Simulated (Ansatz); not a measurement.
This geometry of H2S + H4HfO4 (12 atoms, charge 0, multiplicity 1) is a first-order saddle point.

Method: Ansatz 0.2.0, RHF/def2-SVP.

```xyz
12
Properties=species:S:1:pos:R:3
Hf -0.009 0.022 0.126
O -0.016 0.115 2.249
H -0.362 -0.376 2.979
O 1.651 -0.473 -0.734
H 2.377 -0.725 -1.272
O -1.119 1.245 -0.879
H -1.446 1.991 -1.346
O -1.051 -1.614 0.101
H -1.650 -2.292 -0.148
S 1.294 2.345 1.418
H 2.543 1.872 1.440
H 0.613 1.181 2.281
```

Q: Which two structures does it join? (They come from a converged band through this point; their orientation in space is the band's.)

A: Bonds broken: S10–H12. Bonds formed: Hf1–S10, O2–H12. H2S + H4HfO4 becomes H6HfO4S.

First end point:

```xyz
12
Properties=species:S:1:pos:R:3
Hf -0.316 -0.407 0.063
O -0.280 -0.159 2.004
H -0.435 -0.270 2.923
O 1.506 -0.599 -0.583
H 2.368 -0.671 -0.946
O -1.189 1.107 -0.777
H -1.504 1.916 -1.132
O -1.314 -2.018 -0.349
H -1.806 -2.772 -0.610
S 1.817 2.979 1.807
H 2.890 2.227 1.557
H 1.088 1.956 2.260
```

Last end point:

```xyz
12
Properties=species:S:1:pos:R:3
Hf 0.215 0.307 0.149
O 0.745 -0.633 2.283
H -0.030 -1.092 2.586
O 1.722 -0.655 -0.592
H 2.443 -1.109 -0.984
O -0.543 1.230 -1.370
H -0.873 1.665 -2.133
O -1.323 -0.832 0.694
H -2.155 -1.069 0.322
S 0.796 2.349 1.583
H 0.679 3.310 0.665
H 1.150 -0.182 3.012
```

Q: How far does it lie above each of them?

A: 19.3 kcal/mol above the first and 23.5 kcal/mol above the second. This is the barrier of this one path; another mechanism may lie lower. The orbitals stay closed-shell, which can raise the energy where a bond breaks towards radicals; this wasn't checked here.

The run took 2.6 min on 4 threads of AMD EPYC 9R45 96-Core Processor (Zen 5) (shared host), peak memory 0.39 GiB.
